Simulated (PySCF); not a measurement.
Computed IR spectrum (relative IR intensity) of a molecule C₂H₇InO₂. Geometry: PBE-D3(BJ)/def2-SVP. The def2 effective core potentials stand for the cores of In; spin–orbit coupling is left out. The values are those of a single conformer. The numbers are results of PBE-D3(BJ)/def2-SVP in PySCF 2.14.0, not measurements. Frequencies are harmonic and unscaled.

Lines under 2 % of the strongest are left out, and lines within 2 cm⁻¹ are merged.

ν (cm⁻¹): 94 (w), 112 (vw), 181 (w), 286 (m), 306 (vw), 361 (m), 393 (s), 449 (m), 509 (m), 564 (m), 784 (m), 795 (m), 882 (w), 1067 (m), 1101 (vs), 1319 (w), 1349 (m), 1411 (vw), 1424 (vw), 1440 (vw), 1771 (vs), 2898 (s), 2946 (m), 2953 (w), 3048 (w), 3054 (m), 3704 (m) (against the strongest line: vs over 80 %, s over 45 %, m over 15 %, w over 4 %, vw less)

### Question
Identify the compound among the candidates.
(A) C[CH2][In]([OH])[OH]
(B) CC[O][InH][OH]
(C) C[O][InH][O]C
(D) C[O][In]([CH3])[OH]

### Answer
B, CC[O][InH][OH]
